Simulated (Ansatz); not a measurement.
Cost and result for the atomization energy of C$_{4}$H$_{12}$N$_{2}$Si (`CN(C)[Si]N(C)C`) (19 atoms, 18 bonds).

Z-matrix (Å, degrees):
```
C
N 1 1.446
H 1 1.094 2 110.0
H 1 1.098 2 111.6 3 119.5
H 1 1.098 2 111.3 3 -120.0
C 2 1.443 1 112.7 3 173.8
Si 2 1.730 1 116.9 3 0.8
H 6 1.089 2 110.8 1 -167.6
H 6 1.098 2 110.0 1 -48.5
H 6 1.099 2 112.5 1 70.8
N 7 1.730 2 104.5 1 -161.5
C 11 1.443 7 129.9 2 26.9
C 11 1.446 7 116.9 2 -161.5
H 12 1.098 11 110.0 7 123.3
H 12 1.099 11 112.5 7 -117.3
H 12 1.089 11 110.8 7 4.3
H 13 1.098 11 111.6 7 120.3
H 13 1.094 11 110.0 7 0.8
H 13 1.098 11 111.3 7 -119.2
```

Total charge 0; spin multiplicity 1. The geometry is a stationary point of PBE0-D4/def2-TZVP. It is one conformer, not always the lowest. Program: Ansatz. All runs use 2 threads of an AMD EPYC 7R13 on a shared host and a share of an NVIDIA H100 80 GB. Times are those of one run each, without the atoms' runs, and a repeat can differ threefold. Electronic energies, without spin–orbit coupling; frozen cores. CCSD(T)/CBS adds CCSD(T) − MP2 in def2-TZVPP to the MP2 limit, and its time is that of the two runs behind it. T1 = 0.013. HSE06 is the plane-wave form, built on full-range PBE exchange.

CCSD(T)/CBS is a level of theory with its own doubt, some kJ/mol a heavy atom from the limit and from the frozen cores, so smaller differences don't rank the functionals.

| level | functions | wall time | atomization (kcal/mol) | difference from CCSD(T)/CBS | per bond |
| --- | --- | --- | --- | --- | --- |
| CCSD(T)/def2-SVP | 162 | 6 s | 1630.6 | -87.7 | -4.9 |
| BHLYP-D4/def2-TZVPP | 396 | 10 s | 1679.2 | -39.1 | -2.2 |
| CAM-B3LYP-D4/def2-TZVPP | 396 | 13 s | 1732.7 | 14.4 | 0.8 |
| HSE06-D4/def2-TZVPP | 396 | 13 s | 1729.1 | 10.8 | 0.6 |
| MP2/def2-QZVPP | 772 | 14 s | 1717.6 | -0.7 | 0.0 |
| ωB97X-V/def2-TZVPP | 396 | 16 s | 1725.8 | 7.5 | 0.4 |
| LDA (SPW92)/def2-TZVPP | 396 | 17 s | 1968.3 | 250.0 | 13.9 |
| PBE-D4/def2-TZVPP (with forces) | 396 | 17 s | 1757.3 | 39.0 | 2.2 |
| BLYP-D4/def2-TZVPP | 396 | 18 s | 1725.2 | 6.9 | 0.4 |
| B97M-V/def2-TZVPP | 396 | 18 s | 1721.2 | 2.9 | 0.2 |
| r2SCAN-D4/def2-TZVPP (with forces) | 396 | 19 s | 1717.1 | -1.2 | -0.1 |
| CCSD(T)/def2-TZVPP | 396 | 20 s | 1674.4 | -43.9 | -2.4 |
| CCSD(T)/CBS(def2) | – | 34 s | 1718.3 | 0.0 | 0.0 |

From BLYP to BHLYP (50 % exact exchange), in def2-TZVPP and without D4, the atomization energy moves by −34.4 kcal/mol: exact exchange takes away binding that semilocal exchange gives to molecules. At CCSD(T), def2-SVP lies −87.7 kcal/mol from the extrapolated value and def2-TZVPP −43.9 kcal/mol: correlation converges slowly with the basis, and small sets miss more of it in the bonded molecule than in its fragments. In def2-TZVPP, CCSD(T) changes the Hartree–Fock value by +438.5 kcal/mol (the triples alone add +24.9 kcal/mol) and MP2 by +455.6 kcal/mol; breaking electron pairs costs correlation energy, which Hartree–Fock lacks.
